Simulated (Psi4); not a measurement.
Complex: CH4 (SMILES C) (first 5 atoms) with H2S (SMILES S); geometry from B3LYP-D3(BJ)/def2-TZVP, rigid monomers moved along the line of their centres of mass till C1···H8 is 5.37 Å.
(charge 0, multiplicity 1):
```
atom    x (Å)    y (Å)    z (Å)
----  -------  -------  -------
C     -0.0080  -0.0567   0.1689
H     -0.8535   0.2177   0.7981
H     -0.2160   0.2255  -0.8621
H      0.8882   0.4591   0.5116
H      0.1503  -1.1334   0.2223
S      0.7068  -0.0988   6.4977
H      0.6441   1.0094   5.7431
H      0.7258  -0.8970   5.4190
```

Method: SAPT0/jun-cc-pV(D+d)Z (Psi4).

**Question.** Give the four SAPT terms and the total, and say what mostly holds the pair together.

**Answer.** electrostatics -0.02, exchange 0.00, induction 0.00, dispersion -0.03, total -0.05 kcal/mol; the largest attraction is dispersion.
